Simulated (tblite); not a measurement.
Q: Write Cartesian coordinates for `C[SiH2]C[C@H](F)[SiH2]` [radical] as optimised with GFN2-xTB. (Doublet state.)

A: 
```xyz
16
C3H10FSi2 angstrom
C      2.3677    0.2553    0.5688
Si     1.3013   -0.8540   -0.5433
C     -0.4293   -0.0609   -0.7360
C     -1.1842    0.0611    0.5817
F     -1.2291   -1.1939    1.1912
Si    -2.9801    0.6874    0.3401
H      3.3748   -0.1416    0.6501
H      1.9633    0.3229    1.5749
H      2.4442    1.2650    0.1736
H      1.8942   -0.9333   -1.8860
H      1.1689   -2.1941    0.0286
H     -1.0218   -0.6588   -1.4300
H     -0.3490    0.9377   -1.1669
H     -0.6164    0.6916    1.2768
H     -3.7468   -0.2374   -0.4839
H     -2.9652    2.0619   -0.1509
```

Any rigid rotation of these coordinates is as good. Atoms count from 1 in this order. Si2 (silicon bonded to 2 C and 2 H) is tetrahedral (angles from 107.2° to 110.9°). Si6 (silicon bonded to C and 2 H) is pyramidal (angles 114.4°, 110.9° and 109.9°, sum 335.2°, 0.46 Å off the plane of its three neighbours).

Bonds between heavy atoms (Å): C1–Si2 1.899, Si2–C3 1.913, C3–C4 1.523, C4–F5 1.396, C4–Si6 1.917.

Computed geometry: GFN2-xTB, gas phase. This method treats the open shell by occupation alone, without spin polarisation.

Point group: C1 (no symmetry element, even within 0.4 Å). Its GFN2-xTB frequencies are all real (lowest 23 cm⁻¹). Torsions: C1–Si2–C3–C4 -62°, Si2–C3–C4–F5 -54°, C3–C4–Si6–H 61° and -66°. 3 starts were optimised and ended at 0.00, 0.06 and 0.36 kcal/mol (GFN2-xTB); the lowest of these is shown.

One conformer stands for the species.
